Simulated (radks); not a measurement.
Problem. Coherent X-ray form factor from a spherical all-electron density. Method: Dirac Kohn-Sham, PBEsol, spin-unpolarised, spherical densities, point nucleus; computed with a radial shooting solver on a logarithmic mesh with Libxc functionals.

sin(theta)/lambda (1/angstrom),f0 (electrons)
0.05,58.539
0.1,55.387
0.15,51.967
0.2,48.576
0.25,45.265
0.3,42.154
0.4,36.811
0.5,32.522
0.6,28.953
0.8,23.354
1,19.536
1.25,16.497
1.5,14.289
2,10.471

The species is in the configuration that NIST lists as its ground one. Which atom or ion scatters so?

Solution. Neutral neodymium, [Xe] 4f4 6s2. Extrapolating in s^2 from the first two rows gives f0(0) = 59.6, near the electron count 60; among species with that count, the fall with angle is slower the higher Z, and the table is that of Z = 60; from so few rows the species is fixed only to a neighbour or two.
